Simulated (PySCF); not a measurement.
**EPR parameters of C6H9F2**

Compound: C6H9F2 (doublet state).
Z-matrix (Å and degrees, GFN2-xTB geometry), rows numbered from 1:
```
C 
C   1  1.4523
C   2  1.2926  1  144.51
C   3  1.5313  2  125.94  1     0.09
C   4  1.5260  3  110.77  2   119.79
C   4  1.5267  3  108.51  2  -118.32
F   6  1.3597  4  110.92  3   174.24
F   6  1.3544  4  111.72  3   -67.81
H   1  1.0980  2  111.99  3    -0.27
H   1  1.0904  2  110.01  3   120.16
H   1  1.0903  2  110.11  3  -120.57
H   3  1.0837  2  121.32  1   179.75
H   4  1.0938  3  109.45  2    -1.99
H   5  1.0885  4  110.13  3   179.21
H   5  1.0870  4  109.93  3   -60.79
H   5  1.0879  4  110.29  3    59.21
H   6  1.1016  4  112.83  3    53.60
```

The hyperfine couplings belong to this conformer and change with its torsions.

The species is `C/[C]=C\[C@@H](C)C(F)F` [radical].

Theory: PySCF, UKS B3LYP, pcH-1 on C F H, non-relativistic, mean-field spin-orbit, GIAO. Geometry: GFN2-xTB, one conformer, isolated molecule. A GFN2-xTB geometry isn't a minimum of the functional, and hyperfine couplings can be far from their values at a DFT geometry. Stability of the SCF solution: not tested.

* g1, g2, g3: 2.00161, 2.00216, 2.00288
* g_iso: 2.00222
* Form of g: rhombic: the two nearest values differ by 43 % of g3 − g1
* ⟨S²⟩: 0.7581 (exact 0.7500)
* α and β electrons: 32, 31
* HOMO–LUMO gap, α and β orbitals: 6.19, 5.28 eV

Hyperfine couplings atom by atom, in MHz; T1 to T3 are the principal values of the dipolar part:

| atom | isotope | a_iso | T1 | T2 | T3 | Mulliken spin population |
| --- | --- | --- | --- | --- | --- | --- |
| C1 | 13C | 13.7 | -4.2 | -4.0 | 8.2 | -0.05 |
| C2 | 13C | 268.0 | -82.0 | -62.2 | 144.2 | 1.00 |
| C3 | 13C | -8.0 | -17.5 | 1.8 | 15.7 | -0.16 |
| C4 | 13C | 70.1 | -8.9 | -8.1 | 16.9 | 0.08 |
| C5 | 13C | -5.1 | -0.4 | -0.4 | 0.8 | 0.00 |
| C6 | 13C | -3.3 | -0.5 | 0.1 | 0.4 | 0.00 |
| F7 | 19F | 17.4 | -6.7 | -6.6 | 13.3 | 0.00 |
| F8 | 19F | 1.9 | -1.6 | -0.1 | 1.7 | 0.00 |
| H9 | 1H | 145.6 | -5.5 | -1.8 | 7.4 | 0.07 |
| H10 | 1H | 27.2 | -6.6 | -5.2 | 11.8 | 0.01 |
| H11 | 1H | 30.0 | -6.6 | -5.3 | 11.9 | 0.01 |
| H12 | 1H | 114.1 | -6.3 | -5.2 | 11.5 | 0.05 |
| H13 | 1H | -6.5 | -6.1 | -0.3 | 6.4 | 0.00 |
| H14 | 1H | 5.6 | -1.0 | -0.7 | 1.8 | 0.00 |
| H15 | 1H | 1.7 | -1.5 | -1.2 | 2.7 | 0.00 |
| H16 | 1H | 0.3 | -1.4 | -0.9 | 2.3 | 0.00 |
| H17 | 1H | 0.1 | -1.6 | -1.2 | 2.8 | 0.00 |

The Mulliken spin populations are largest on C2 (+1.00), C3 (-0.16), C4 (+0.08) and H9 (+0.07). C2 is the only atom above +0.15. The positive populations add up to 1.22 and the negative ones to -0.22, together 2S = 1.

Under fast tumbling the dipolar parts average out, and these isotropic splittings remain: 1 × 1H (H12, I = 1/2, 2 lines) with 4.07 mT, 3 × 1H (H9/H10/H11, I = 1/2, 4 lines) with 2.41 mT, 1 × 19F (F7, I = 1/2, 2 lines) with 0.62 mT, 1 × 1H (H13, I = 1/2, 2 lines) with 0.23 mT, 3 × 1H (H14/H15/H16, I = 1/2, 4 lines) with 0.09 mT and 1 × 19F (F8, I = 1/2, 2 lines) with 0.07 mT.

Means are taken over nuclei equivalent by connectivity, which assumes that they swap fast. The three 1H nuclei of mean +67.6 MHz run from 27.2 to 145.6 MHz in the frozen geometry. The three 1H nuclei of mean +2.5 MHz run from 0.3 to 5.6 MHz in the frozen geometry.

The 13C coupling of C2 (268.0 MHz) shows only in satellite lines or after enrichment, since that isotope makes up about 1.07 % of natural carbon.

The spin density at the nucleus, in bohr⁻³, is negative for C3 (-0.0071), C5 (-0.0045) and C6 (-0.0029), for instance. A restricted open-shell determinant has no negative spin density anywhere; here it arises because α and β orbitals differ (spin polarisation).
